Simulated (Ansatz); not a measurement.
A made-up structure of SiH2Se, closed shell:

```json
{"atom": "Si1", "x (Å)": "-0.0834", "y (Å)": "0.0130", "z (Å)": "-0.0341"}
{"atom": "Se2", "x (Å)": "1.8139", "y (Å)": "-0.2839", "z (Å)": "0.7430"}
{"atom": "H3", "x (Å)": "-1.2822", "y (Å)": "-0.7938", "z (Å)": "0.3084"}
{"atom": "H4", "x (Å)": "3.1853", "y (Å)": "-0.8928", "z (Å)": "0.9125"}
```

It is relaxed with PBE-D4/def2-SVP and then PBE0-D4/def2-TZVP (Ansatz 0.2.0). Atoms count as bonded within 1.22 times the sum of their covalent radii (H–H: 0.88 Å). The end point is not checked to be a true minimum.

Does its bonding change? (A judgement: the text doesn't fix the answer.)

Computed: No: no bond forms or breaks.

Where it ends: The first stage lowers the energy by 2.11 eV in 10 steps. It ends as SiH₂Se ([SiH][SeH]):
Si1  (-0.166, 0.270, 0.029)
Se2  (2.055, 0.158, 0.466)
H3  (-0.423, -1.163, 0.475)
H4  (2.167, -1.222, 0.960)
(Å)

Labels in which every atom is bracketed show which atoms are joined, not bond orders.

For scale, one of the runs: PBE0-D4/def2-TZVP relaxation, 97 basis functions, launched by `ansatz run in.yaml --threads 2 --pin off --events-out ev --progress --plain --max-ram 4352MiB`. The run took about 9.5 s on 2 CPU threads of an Arm Neoverse V2 (shared host).
